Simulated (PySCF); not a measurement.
Ge(F)3(OH) (F3GeHO), SMILES [F][Ge]([OH])([F])[F].

The structure is a stationary point at PBE0-D3(BJ)/def2-SVP. Other conformers were not sampled.

These are ωB97X/def2-TZVP (PySCF) values and carry that method's errors.

Isolated molecule, no solvent.

Computed frontier levels, gap, dipole moment and polarisability:
| Property | Value |
|---|---|
| highest occupied level | -13.28 eV |
| lowest empty level | 0.89 eV |
| orbital gap | 14.18 eV |
| dipole moment | 2.28 D |
| quadrupole, principal values (traceless, Buckingham form, about the centre of nuclear charge) | -4.81, -3.12, 7.93 D·Å |
| mean static polarisability | 27.6 bohr³ (4.08 Å³) |
| polarisability, principal values | 26.1, 27.2, 29.3 bohr³ |
